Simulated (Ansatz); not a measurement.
Consider the redistribution: `[BH2][SnH]([Cl])[O]C` + `[SiH3][GaH][Cl]` → `C[O][SnH]([Cl])[Cl]` + `[BH2][GaH][SiH3]`.

Computed with Ansatz on PBE0-D4/def2-TZVP structures; ΔE is electronic, products minus reactants. CCSD(T)/CBS adds triple-zeta CCSD(T) − MP2 to the extrapolated MP2 energy (def2 sets, frozen cores). def2 core potentials past Kr. For Ga, Sn outer-core shells are correlated without core-valence functions, which leaves a few kJ/mol of doubt a bond. Scalar relativity is left out up to krypton. Each species was taken in one conformer, which may not be the lowest.

`[BH2][SnH]([Cl])[O]C`:

Cartesian coordinates in Å:
```
B -1.535 0.284 2.183
Sn 0.133 -0.330 0.816
Cl 1.919 1.096 1.366
O -0.365 0.145 -1.017
C 0.554 -0.025 -2.067
H -2.462 0.884 1.739
H -1.461 0.042 3.346
H 0.825 -1.891 0.747
H 0.040 0.186 -3.009
H 0.946 -1.051 -2.121
H 1.406 0.661 -1.982
```

`[SiH3][GaH][Cl]`:

Cartesian coordinates in Å:
```
Si -0.183 -0.914 -0.576
Ga 0.044 1.218 0.512
Cl 1.387 1.188 2.205
H -0.703 -1.907 0.402
H 1.152 -1.363 -1.051
H -1.111 -0.848 -1.736
H -0.584 2.625 0.244
```

`C[O][SnH]([Cl])[Cl]`:

```xyz
9

C    -0.711   -1.126   -0.671
O     0.605   -0.643   -0.482
Sn    0.935    0.964    0.543
Cl   -0.269    2.680   -0.432
Cl    0.023    0.657    2.646
H    -1.340   -0.402   -1.201
H    -0.643   -2.031   -1.277
H    -1.193   -1.382    0.279
H     2.592    1.283    0.595
```

`[BH2][GaH][SiH3]`:

```xyz
9

B    -0.153    0.229    2.188
Ga   -0.297   -0.775    0.398
Si    0.266    0.266   -1.718
H     0.860    0.244    2.828
H    -1.062    0.875    2.628
H    -0.776   -2.273    0.283
H     1.366   -0.490   -2.383
H     0.707    1.683   -1.591
H    -0.911    0.241   -2.633
```

```
             level  ΔE (kJ/mol)
     HF/def2-TZVPP         59.4
    MP2/def2-TZVPP         52.4
SCS-MP2/def2-TZVPP         53.4
    MP2/def2-QZVPP         48.5
```

What does CCSD(T)/CBS give? (An estimate is asked.)

The calculation gave: +43.7 kJ/mol. The listed levels differ from it by 15.7, 8.7, 9.7, 4.8 kJ/mol.

Largest T1 diagnostic among the species: 0.014.

In def2-TZVPP, CCSD(T) changes the Hartree–Fock value by −10.0 kJ/mol (the triples alone add −1.8 kJ/mol) and MP2 by −7.0 kJ/mol. From PBE to PBE0 (25 % exact exchange), in def2-TZVPP and without D4, ΔE moves by +4.6 kJ/mol.
